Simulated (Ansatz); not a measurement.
Calculated with Ansatz (gas phase, PBE0-D4/def2-TZVP geometries, no zero-point term in ΔE). CBS: MP2 limit from def2 TZ/QZ plus the TZ coupled-cluster correction, frozen cores. Functionals use def2-TZVPP. For Ge outer-core shells are correlated without core-valence functions, which leaves a few kJ/mol of doubt a bond. Scalar relativity is left out up to krypton. One conformer a species, not always the lowest.

Consider the ligand exchange at the Si–C bond: `N=C([SiH3])[SiH2]N` + `[NH2][GeH2][OH]` → `N[SiH2][O][GeH2][NH2]` + `N=C[SiH3]`.

```tsv
level	ΔE (kJ/mol)
PBE0	-127.5
MP2/def2-QZVPP	-139.4
```

Q: What does CCSD(T)/CBS give? (Estimate.)

A: Ansatz gave: -137.0 kJ/mol. The listed levels differ from it by 9.5, -2.4 kJ/mol.

Largest T1 diagnostic among the species: 0.013.

In def2-TZVPP, CCSD(T) changes the Hartree–Fock value by +19.3 kJ/mol (the triples alone add +3.4 kJ/mol) and MP2 by +18.0 kJ/mol. From PBE to PBE0 (25 % exact exchange), in def2-TZVPP and without D4, ΔE moves by −8.3 kJ/mol.
